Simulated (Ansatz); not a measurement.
Consider the redistribution: `O[B](F)[InH2]` + `O[SiH2]PO` → `O[PH][InH2]` + `O[SiH2]B(O)F`.

Gas-phase electronic energies from Ansatz, PBE0-D4/def2-TZVP geometries. CCSD(T)/CBS is the MP2 limit (def2-TZVPP, def2-QZVPP) plus CCSD(T) − MP2 in def2-TZVPP, frozen cores. Functionals use def2-TZVPP. Elements past krypton have def2 core potentials. For In outer-core shells are correlated without core-valence functions, which leaves a few kJ/mol of doubt a bond. One conformer a species, not always the lowest.

```tsv
level	ΔE (kJ/mol)
B97M-V	-19.5
revPBE	-21.5
LC-ωPBE	-16.1
RPA@PBE/def2-TZVPP	-15.7
```

Question: What does CCSD(T)/CBS give? (Best estimate.)

Answer: Ansatz gave: -17.4 kJ/mol. The listed levels differ from it by -2.1, -4.1, 1.3, 1.7 kJ/mol.

Largest T1 diagnostic among the species: 0.015.

Leaving LDA and LC-ωPBE aside and taking each functional with its dispersion term where it has one, the values, not all of them listed here, spread over 7.3 kJ/mol, from BHLYP-D4 to ωB97M-V. LDA lies +3.9 kJ/mol from PBE without D4. In def2-TZVPP, CCSD(T) changes the Hartree–Fock value by +8.8 kJ/mol (the triples alone add +1.0 kJ/mol) and MP2 by +10.4 kJ/mol.
